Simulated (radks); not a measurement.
Q: All-electron atom: Yb2+ in [Xe] 4f14 (the NIST ground configuration). Method: scalar-relativistic Kohn-Sham, B86b exchange with PBE correlation, spin-polarised, spherical densities, finite nucleus; Fermi nuclear charge, rms radius 5.3108 fm; computed with a radial shooting solver on a logarithmic mesh with Libxc functionals. Some entries of the table are withheld. Estimate them.

orbital,occ.,eigenvalue (hartree),<1/r> (bohr^-1)
1s,2,-2250.797,80.62
2s,2,-381.8026,(1)
2p,6,-336.6081,17.26
3s,2,-86.47275,6.946
3p,6,-72.84358,6.466
3d,10,-56.23750,6.124
4s,2,-17.44286,2.934
4p,6,-12.96911,2.677
4d,10,-7.07677,2.366
5s,2,-2.56208,(2)
5p,6,(3),0.9040
4f,14,-0.64860,(4)
6s,0,-0.55888,0.3905
5d,0,(5),0.5304
6p,0,(6),0.3113

A: 
(1) 2s <1/r> (bohr^-1): 18.80
(2) 5s <1/r> (bohr^-1): 1.097
(3) 5p eigenvalue (hartree): -1.54974
(4) 4f <1/r> (bohr^-1): 1.735
(5) 5d eigenvalue (hartree): -0.49149
(6) 6p eigenvalue (hartree): -0.38298
